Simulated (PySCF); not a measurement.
Vertical excitations of a molecule C4H7F from PySCF with TDA-B3LYP/def2-SVPD, as energy in eV (oscillator strength): 6.63 (0.043), 7.41 (0.165), 7.67 (0.197), 7.90 (0.121), 8.10 (0.018), 8.21 (0.094), 8.37 (0.007), 8.72 (0.001), 8.91 (0.005), 8.99 (0.017). Lowest triplet (TDA): 4.41 eV. Geometry: TPSSh-D3(BJ)/def2-SVP. The values are those of a single conformer.

Problem. Which molecule gave these data?
(A) C=C(F)CC
(B) C[C@H]1C[C@@H]1F
(C) FC1CCC1
(D) C=C[C@H](C)F

Solution. A, C=C(F)CC
